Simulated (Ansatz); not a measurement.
Cost and result for the atomization energy of C₂H₇OSi, SMILES `[CH2][SiH](C)O` radical (11 atoms, 10 bonds).

Cartesian coordinates in Å:
```
C -0.468 -1.366 -0.930
Si 0.230 0.283 -0.490
C -0.500 0.858 1.127
O 1.883 0.230 -0.451
H -1.344 -1.790 -0.449
H -0.056 -1.979 -1.728
H -0.061 1.275 -1.559
H -1.586 0.954 1.044
H -0.288 0.154 1.936
H -0.095 1.832 1.409
H 2.283 -0.451 0.091
```

The species carries charge 0 and has multiplicity 2. The geometry is a stationary point of PBE0-D4/def2-TZVP. It is one conformer, not always the lowest. Program: Ansatz. All runs use 4 threads of an Arm Neoverse V1 on a shared host. Times are those of one run each, without the atoms' runs, and a repeat can differ threefold. Electronic energies, without spin–orbit coupling; frozen cores. CCSD(T)/CBS adds CCSD(T) − MP2 in def2-TZVPP to the MP2 limit, and its time is that of the two runs behind it. T1 = 0.011; ⟨S²⟩ of the reference is 0.76.

CCSD(T)/CBS is a level of theory with its own doubt, some kJ/mol a heavy atom from the limit and from the frozen cores, so smaller differences don't rank the functionals.

| level | functions | wall time |
| --- | --- | --- |
| BLYP-D4/def2-TZVPP | 233 | 3.1 s |
| PBE0-D4/def2-TZVPP | 233 | 4.2 s |
| CAM-B3LYP-D4/def2-TZVPP | 233 | 5 s |
| PBE-QIDH/def2-TZVPP | 233 | 6 s |
| B2PLYP/def2-TZVPP | 233 | 6.5 s |
| r2SCAN-D4/def2-TZVPP (with forces) | 233 | 7 s |
| r2SCANh-D4/def2-TZVPP | 233 | 8 s |
| CCSD(T)/def2-SVP | 95 | 10 s |
| ωB97X-V/def2-TZVPP | 233 | 12 s |
| ωB97M-V/def2-TZVPP (with forces) | 233 | 15 s |
| MP2/def2-QZVPP | 451 | 28 s |
| CCSD(T)/def2-TZVPP | 233 | 20 min |
| CCSD(T)/CBS(def2) | – | 20 min |

Question: What atomization energy does each give, and how far from CCSD(T)/CBS? (Estimate.)

Answer: Computed: 
```json
{"level": "BLYP-D4/def2-TZVPP", "atomization (kJ/mol)": "4018.7", "difference from CCSD(T)/CBS": "-27.9", "per bond": "-2.8"}
{"level": "PBE0-D4/def2-TZVPP", "atomization (kJ/mol)": "4034.1", "difference from CCSD(T)/CBS": "-12.5", "per bond": "-1.3"}
{"level": "CAM-B3LYP-D4/def2-TZVPP", "atomization (kJ/mol)": "4062.4", "difference from CCSD(T)/CBS": "15.8", "per bond": "1.6"}
{"level": "PBE-QIDH/def2-TZVPP", "atomization (kJ/mol)": "4014.6", "difference from CCSD(T)/CBS": "-32.0", "per bond": "-3.2"}
{"level": "B2PLYP/def2-TZVPP", "atomization (kJ/mol)": "4000.7", "difference from CCSD(T)/CBS": "-45.9", "per bond": "-4.6"}
{"level": "r2SCAN-D4/def2-TZVPP (with forces)", "atomization (kJ/mol)": "4062.2", "difference from CCSD(T)/CBS": "15.6", "per bond": "1.6"}
{"level": "r2SCANh-D4/def2-TZVPP", "atomization (kJ/mol)": "4043.6", "difference from CCSD(T)/CBS": "-3.0", "per bond": "-0.3"}
{"level": "CCSD(T)/def2-SVP", "atomization (kJ/mol)": "3796.8", "difference from CCSD(T)/CBS": "-249.8", "per bond": "-25.0"}
{"level": "ωB97X-V/def2-TZVPP", "atomization (kJ/mol)": "4047.8", "difference from CCSD(T)/CBS": "1.2", "per bond": "0.1"}
{"level": "ωB97M-V/def2-TZVPP (with forces)", "atomization (kJ/mol)": "4049.9", "difference from CCSD(T)/CBS": "3.3", "per bond": "0.3"}
{"level": "MP2/def2-QZVPP", "atomization (kJ/mol)": "4043.6", "difference from CCSD(T)/CBS": "-3.0", "per bond": "-0.3"}
{"level": "CCSD(T)/def2-TZVPP", "atomization (kJ/mol)": "3946.9", "difference from CCSD(T)/CBS": "-99.7", "per bond": "-10.0"}
{"level": "CCSD(T)/CBS(def2)", "atomization (kJ/mol)": "4046.6", "difference from CCSD(T)/CBS": "0.0", "per bond": "0.0"}
```

At CCSD(T), def2-SVP lies −249.9 kJ/mol from the extrapolated value and def2-TZVPP −99.7 kJ/mol: correlation converges slowly with the basis, and small sets miss more of it in the bonded molecule than in its fragments. The D4 term adds +30.5 kJ/mol with B3LYP and +16.0 kJ/mol with PBE0; it sums over pairs of atoms, weighted by their polarisabilities, and B3LYP, whose exchange is more repulsive, gets the larger term. From PBE to PBE0 (25 % exact exchange), in def2-TZVPP and without D4, the atomization energy moves by −41.8 kJ/mol: exact exchange takes away binding that semilocal exchange gives to molecules.

B3LYP here is the variant with VWN-RPA as its local correlation; programs differ in this.
